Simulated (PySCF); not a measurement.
SMILES F[Te][SiH3] (H₃FSiTe) (CAM-B3LYP/def2-SVP optimised geometry):

```
6

Te    -0.224    -1.520     0.000
F      1.730    -1.520     0.000
Si    -0.282     0.987     0.000
H      0.388     1.516    -1.213
H      0.375     1.520     1.219
H     -1.730     1.335    -0.008
```

Method: CAM-B3LYP/def2-TZVP, def2 effective core potentials past Kr in PySCF 2.14.0.

### Question
What are the frontier orbital energies and the dipole moment?

### Answer
HOMO-2 -11.84 eV, HOMO-1 -9.78 eV, HOMO -7.87 eV, LUMO -1.58 eV, LUMO+1 0.30 eV; dipole moment 2.61 D.

On the same geometry PBE/def2-TZVP, def2 effective core potentials past Kr run with PySCF 2.14.0 gives HOMO-2 -8.92 eV, HOMO-1 -7.38 eV, HOMO -5.51 eV, LUMO -3.55 eV, LUMO+1 -1.43 eV; dipole moment 2.24 D.
